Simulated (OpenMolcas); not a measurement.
## Fe4+: moving or changing the point charges

Fe4+ among 6 point charges of -2 e arranged as a trigonal antiprism (D3d), 1.89 Å from the ion, with a polar angle of 52.6° against the regular 54.74°.
```
   0.0000    1.5004    1.1494  -2.00
  -1.2994   -0.7502    1.1494  -2.00
   1.2994   -0.7502    1.1494  -2.00
   0.0000   -1.5004   -1.1494  -2.00
   1.2994    0.7502   -1.1494  -2.00
  -1.2994    0.7502   -1.1494  -2.00
```

```json
{"Program": "OpenMolcas", "Method": "CASSCF", "Basis": "ANO-RCC-VTZP [6s5p3d2f1g]", "Scalar Hamiltonian": "DKH2, point nucleus", "Active space": "4 electrons in 5 orbitals (3d)", "State averaging": "2S+1 = 5 even, 5 roots; 2S+1 = 3 even, 45 roots; 2S+1 = 1 even, 50 roots", "Spin-orbit coupling": "state interaction with AMFI integrals over the reference wave functions"}
```

Runs around this geometry, states (labels of D3, the rotations of D3d). Energies in cm-1 above the lowest state or level, χT in cm3 K/mol.

```tsv
R (Å)	q (e)	Polar angle / regular	Ground state	First state of that spin	First gap with spin-orbit (degeneracies)	χT at 300 K	First state of another spin
1.89	-1.3	0.96	5E	5A1 1403	38.9 (1, 2)	2.122	3E 26192
1.89	-2	0.96	5E	5A1 2131	14.8 (1, 2)	2.354	3E 25649
2	-2	0.96	5E	5A1 1569	28.3 (1, 2)	2.192	3E 26036
1.89	-2	1.04	5E	5E 2720	5.6 (1, 1)	2.283	3A2 25585
```

Taking the first state of the same spin as R^-n, n = -ln(1569 / 2131) / ln(2 / 1.89) = 5.4 between the shortest and longest distance.

Scaling the charges by -1.3 / -2 = 0.65 scales the first state of the same spin by 1403 / 2131 = 0.66; with fixed orbitals a first-order splitting would follow the charge.

An orbital doublet at a regular site is open to a Jahn-Teller distortion, which this geometry leaves out. Without dynamic correlation the repulsion within the d shell is too large (B by tens of per cent), so at a given field states of lower spin stand too high. Point charges give a weaker field than real ligands, and real ions of this kind are often low spin; the high spin found here belongs to the model. The ground term spreads over less than 5000 cm-1, several times less than with real ligands, so orbital moments are less quenched and χT lies further from the spin-only value than at real sites. Point charges carry no covalency, so the field is a model and not that of real ligands. No measured value stands beside these numbers.
